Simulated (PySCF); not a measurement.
Isomers of C5H4F4O2, mass 172.015 u with the commonest isotopes. Theory: PySCF 2.14.0, PBE0-D3(BJ)/def2-SVP geometry optimisation, gas phase. One conformer each, none proved a minimum here; rigid rotors.

Question: Order these by rotational constant A, smallest first.
A. `[F:1][CH:2]([F:3])[O:4][C:5]1([O:6][CH:7]([F:8])[F:9])[CH:10]=[CH:11]1` with F1–C2–O4–C5 -167°, C2–O4–C5–O6 72°, O4–C5–O6–C7 73°, C5–O6–C7–F8 77°
B. `[O:1]=[C:2]1[O:3][C@@H:4]([F:5])[C@@H:6]1[CH2:7][C:8]([F:9])([F:10])[F:11]` with C4–C6–C7–C8 78°
C. `[O:1]=[C:2]1[CH2:3][O:4][C@@H:5]1[C@H:6]([F:7])[C:8]([F:9])([F:10])[F:11]` with O4–C5–C6–F7 -65°
D. `[F:1][C@@H:2]1[CH:3]=[CH:4][O:5][C@H:6]1[O:7][C:8]([F:9])([F:10])[F:11]` with O5–C6–O7–C8 -73°, F1–C2–C3–C4 -109°, C3–C4–O5–C6 -7°, C4–O5–C6–O7 -104°, F1–C2–C6–O5 107°

Answer: A (1741 MHz), B (1856 MHz), C (1993 MHz), D (2207 MHz).

Question: Order these by radius of gyration √(Σ m r²/M), smallest first.
A. `[F:1][C@@H:2]1[CH:3]=[CH:4][O:5][C@H:6]1[O:7][C:8]([F:9])([F:10])[F:11]` with O5–C6–O7–C8 -73°, F1–C2–C3–C4 -109°, C3–C4–O5–C6 -7°, C4–O5–C6–O7 -104°, F1–C2–C6–O5 107°
B. `[O:1]=[C:2]1[CH2:3][O:4][C@@H:5]1[C@H:6]([F:7])[C:8]([F:9])([F:10])[F:11]` with O4–C5–C6–F7 -65°
C. `[F:1][CH:2]([F:3])[O:4][C:5]1([O:6][CH:7]([F:8])[F:9])[CH:10]=[CH:11]1` with F1–C2–O4–C5 -167°, C2–O4–C5–O6 72°, O4–C5–O6–C7 73°, C5–O6–C7–F8 77°

Answer: B (2.137 Å), A (2.244 Å), C (2.310 Å).

Question: Order these by rotational constant C, largest first.
A. `[F:1][CH:2]([F:3])[O:4][C:5]1([O:6][CH:7]([F:8])[F:9])[CH:10]=[CH:11]1` with F1–C2–O4–C5 -167°, C2–O4–C5–O6 72°, O4–C5–O6–C7 73°, C5–O6–C7–F8 77°
B. `[F:1][C@@H:2]1[CH:3]=[CH:4][O:5][C@H:6]1[O:7][C:8]([F:9])([F:10])[F:11]` with O5–C6–O7–C8 -73°, F1–C2–C3–C4 -109°, C3–C4–O5–C6 -7°, C4–O5–C6–O7 -104°, F1–C2–C6–O5 107°
C. `[O:1]=[C:2]1[CH2:3][O:4][C@@H:5]1[C@H:6]([F:7])[C:8]([F:9])([F:10])[F:11]` with O4–C5–C6–F7 -65°

Answer: C (738.5 MHz), B (634.3 MHz), A (584.8 MHz).

```json
{"SMILES": "FC(F)OC1(OC(F)F)C=C1", "point group": "–", "Ia (u·Å²)": "290.35", "Ib (u·Å²)": "680.41", "Ic (u·Å²)": "864.23", "κ": "-0.73", "μa (D)": "0.02", "μb (D)": "1.91", "μc (D)": "0.04"}
{"SMILES": "F[C@@H]1C=CO[C@H]1OC(F)(F)F", "point group": "C1", "Ia (u·Å²)": "229.02", "Ib (u·Å²)": "706.63", "Ic (u·Å²)": "796.76", "κ": "-0.90", "μa (D)": "1.44", "μb (D)": "0.86", "μc (D)": "0.67"}
{"SMILES": "O=C1CO[C@@H]1[C@H](F)C(F)(F)F", "point group": "C1", "Ia (u·Å²)": "253.55", "Ib (u·Å²)": "633.10", "Ic (u·Å²)": "684.37", "κ": "-0.90", "μa (D)": "1.34", "μb (D)": "1.50", "μc (D)": "1.15"}
{"SMILES": "O=C1O[C@@H](F)[C@@H]1CC(F)(F)F", "point group": "C1", "Ia (u·Å²)": "272.34", "Ib (u·Å²)": "719.07", "Ic (u·Å²)": "870.64", "κ": "-0.81", "μa (D)": "1.68", "μb (D)": "0.01", "μc (D)": "0.76"}
```
